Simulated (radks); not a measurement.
Results of a calculation; reference values are marked as such.
Problem. The samarium ion Sm5+ is in [Xe] 4f3. Level of theory: non-relativistic Kohn-Sham, PBE, spin-polarised, spherical densities, point nucleus (a radial shooting solver on a logarithmic mesh with Libxc functionals). Open shells are filled with parallel spins first. One electron is removed from 5p, 5s, 4f, 4d in turn, with full relaxation. Which removal costs least, and what does each cost?

Solution. 5p 86.414 eV; 4f 91.791 eV; 5s 104.94 eV; 4d 218.93 eV. The 5p electron leaves first.
